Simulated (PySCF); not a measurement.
# Radial density of Ge⁺ (germanium, charge +1)

UHF, [Ar] 3d10 4s1 4p2, 4s spin antiparallel (an excited configuration). Computed with PySCF 2.14 in aug-cc-pVQZ-PP with ECP10MDF (7s6p5d3f2g, 89 functions), with scalar relativity through the core potential. This is the valence pseudo-density: the core potential removes the inner electrons and smooths the orbitals near the nucleus.

| r (bohr) | 4πr²ρ (e/bohr) | 4πr²(ρα − ρβ) |
| --- | --- | --- |
| 0.00101 | 1.181e-05 | 0.0000 |
| 0.00170 | 3.303e-05 | 0.0000 |
| 0.00286 | 9.066e-05 | 0.0000 |
| 0.00480 | 0.0002382 | 0.0000 |
| 0.00808 | 0.0005838 | 0.0000 |
| 0.0136 | 0.001334 | -0.0001 |
| 0.0229 | 0.002798 | -0.0002 |
| 0.0385 | 0.007210 | -0.0002 |
| 0.0647 | 0.04542 | -0.0003 |
| 0.109 | 0.4353 | -0.0004 |
| 0.183 | 3.091 | 0.0004 |
| 0.308 | 14.18 | 0.0055 |
| 0.518 | 28.82 | 0.0082 |
| 0.871 | 14.08 | -0.0286 |
| 1.46 | 2.811 | -0.0112 |
| 2.46 | 1.264 | 0.4777 |
| 4.14 | 0.2340 | 0.1829 |
| 6.97 | 0.004032 | 0.0039 |

Energies and moments cover only the electrons outside the core potential. With the s spin flipped the determinant is a mixture of two multiplicities, not a spectroscopic state.
